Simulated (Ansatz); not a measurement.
Ideal-gas functions of CH3Cl2Si, SMILES `C[Si](Cl)Cl` radical at 298.15 K and 1 bar, from an Ansatz frequency run at PBE0-D4/def2-TZVP.

Molar mass 114.03 g/mol, point group Cs (symmetry number 1), electronic degeneracy 2, moments of inertia 113.928, 210.8, 303.182 u Å². Harmonic wavenumbers (cm⁻¹, unscaled): 154, 170, 181, 238, 484, 559, 717, 777, 801, 1257, 1432, 1438, 3051, 3143, 3157.

Use S(trans) = R[1.5 ln M + 2.5 ln T − 1.1517]; rotational temperatures θ = 24.2544 K / I; S(rot) = R[ln(√π/σ · √(T³/θAθBθC)) + 1.5]; for each mode x = 1.438777 ν̃/T, S = R[x/(eˣ − 1) − ln(1 − e⁻ˣ)] and H = RT x/(eˣ − 1); 1 cm⁻¹ = 0.0119627 kJ/mol; R = 8.31446 J/(mol·K).

Question: By hand: the entropy, in J/(mol·K).

Answer: Translation 167.9. Rotation: θ = 0.2129, 0.1151, 0.08 K, giving 114.2. Vibration, mode by mode: 10.97, 10.19, 9.70, 7.61, 2.93, 2.20, 1.20, 0.95, 0.86, 0.14, 0.07, 0.06, 0.00, 0.00, 0.00, in all 46.9. Electronic 5.8. Sum 334.8 J/(mol·K).

Question: By hand: H − E and G − E in kJ/mol, counted from the electronic energy.

Answer: Zero-point energy ½ × 17559 × 0.0119627 = 105.0; thermal vibration 8.0; translation, rotation and pV give 4 RT = 9.9. H − E = 122.9 kJ/mol, and G − E = 122.9 − 298.15 × 334.8/1000 = 23.1 kJ/mol.

Vibration gives 14 % of the entropy.
